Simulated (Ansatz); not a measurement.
`N[Si@@H](O)[Si@@H](N)Cl`, relaxed with RKS PBE0-D4/def2-TZVP in the Gaussian-basis code of Ansatz from a GFN2-xTB geometry. The force threshold is 0.005 eV/Å; the program also tests the step.

Charge 0, multiplicity 1.

Start:

```xyz
13

N     0.119    1.774    1.078
Si   -0.358    0.984   -0.391
O     0.542    1.627   -1.586
Si    0.159   -1.243   -0.616
N    -0.269   -2.009    0.873
Cl   -1.006   -2.219   -1.963
H    -0.383    1.559    1.923
H     1.103    1.849    1.283
H    -1.765    1.392   -0.505
H     0.613    2.573   -1.686
H     1.529   -1.586   -1.052
H     0.126   -1.695    1.743
H    -0.408   -3.006    0.897
```

```csv
step,energy (eV),largest force (eV/Å),largest move (Å)
1,-33410.3056,1.123,0.000
2,-33410.4116,0.447,0.195
3,-33410.4639,0.231,0.102
4,-33410.4936,0.182,0.129
5,-33410.4994,0.654,0.151
6,-33410.5318,0.531,0.200
7,-33410.5442,0.458,0.200
8,-33410.5520,0.408,0.015
9 (rejected),-33410.5276,1.688,0.195
10,-33410.5927,0.223,0.095
11,-33410.6078,0.098,0.100
12,-33410.6156,0.423,0.146
13,-33410.6245,0.199,0.082
14,-33410.6313,0.141,0.059
15,-33410.6386,0.207,0.164
16,-33410.6414,0.126,0.044
17,-33410.6443,0.086,0.070
18,-33410.6459,0.135,0.081
19,-33410.6471,0.133,0.061
20,-33410.6480,0.099,0.064
21,-33410.6484,0.072,0.049
22,-33410.6488,0.055,0.013
23,-33410.6490,0.032,0.043
24,-33410.6493,0.007,0.013
25,-33410.6493,0.002,0.005
26,-33410.6493,0.009,0.006
27,-33410.6493,0.008,0.004
28,-33410.6493,0.003,0.004
```

End:

```xyz
13

N    -0.175    1.362    1.204
Si   -0.261    1.012   -0.472
O     0.895    1.678   -1.448
Si    0.046   -1.300   -0.675
N     0.359   -1.881    0.903
Cl   -1.674   -2.087   -1.557
H    -0.640    2.160    1.604
H     0.618    1.075    1.755
H    -1.607    1.495   -0.884
H     0.865    2.625   -1.600
H     1.154   -1.759   -1.546
H    -0.213   -1.540    1.661
H     0.633   -2.839    1.055
```

Hardware: 2 threads of an AMD EPYC 7R13 on a shared host and a share of an NVIDIA H100 80 GB. Wall time 63 s, peak host memory 0.88 GiB.
